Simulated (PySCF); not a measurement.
From results back to the method.

Compound: ClH6NSi2.
InChI=1S/ClH6NSi2/c1-3-4-2/h2-4H2

The closed-shell ground state was solved 3 times with PySCF (density fitting, gas phase), always in the pcSseg-2 basis (249 functions), with these functionals: B3LYP, BP86 and HF. Isolated species at its PBE0-D3(BJ)/def2-SVP geometry (one conformer only).

| row | total energy (Eh) | HOMO (eV) | LUMO (eV) | dipole (D) |
| --- | --- | --- | --- | --- |
| P | -1097.8001 | -6.30 | -1.71 | 1.46 |
| Q | -1097.7608 | -7.32 | -1.03 | 1.52 |
| R | -1095.4510 | -10.64 | 2.11 | 1.72 |

Which functional belongs to which row?

P = BP86, Q = B3LYP, R = HF. By rising HOMO–LUMO gap: BP86 (GGA) 4.59 eV; B3LYP (global hybrid, 20 % exact exchange) 6.29 eV; HF (all exact exchange) 12.75 eV. Total energies of different functionals aren't bounds to one another; each is stationary for its own functional.

Shape of the structure used: `[NH2:1][SiH2:2][SiH2:3][Cl:4]`: N1–Si2–Si3–Cl4 -44°, H–N1–Si2–Si3 -178°, H–N1–Si2–Si3 42°.
